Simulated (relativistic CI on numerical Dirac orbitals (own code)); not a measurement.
# Radial parameters of Cr XIX

These numbers are calculated, not measured: Dirac-Coulomb-Breit CI, separate exchange-only KLI orbitals for each configuration, model QED, unscaled Slater integrals (own radial code, finite nucleus).

Slater integrals F^k, G^k are unscaled and averaged over j, outside the closed core 1s2; ζ comes from projecting the Hamiltonian with its Breit term on Σ l·s of the shell.

- 2s2 2p2: F^2(2p,2p) = 406700, ζ(2p) = 53992 cm⁻¹; <r>(2p) = 0.2345, <r^2>(2p) = 0.06658 (bohr units).
- 2s 2p3: F^2(2p,2p) = 405500, G^1(2s,2p) = 439500, ζ(2p) = 53412 cm⁻¹; <r>(2s) = 0.2717, <r^2>(2s) = 0.08648, <r>(2p) = 0.2352, <r^2>(2p) = 0.06696 (bohr units).
- 2p4: F^2(2p,2p) = 403630, ζ(2p) = 52857 cm⁻¹; <r>(2p) = 0.2362, <r^2>(2p) = 0.06756 (bohr units).

Averages of the first 10 configurations, taken without configuration mixing, which lowers the lowest level and can move excited configurations by several eV; other configurations of the list can lie among them:

```
Configuration  Parity  States  Average energy above the lowest level (eV)
      2s2 2p2    even      15                                        17.7
       2s 2p3     odd      40                                        95.3
          2p4    even      15                                       190.5
       2p3 3s     odd      40                                       948.8
       2p3 3p    even     120                                       971.3
       2p3 3d     odd     200                                       994.8
    2s2 2p 3s     odd      12                                       799.1
    2s2 2p 3p    even      36                                       824.1
    2s2 2p 3d     odd      60                                       847.9
    2s 2p2 3s    even      60                                       865.1
```
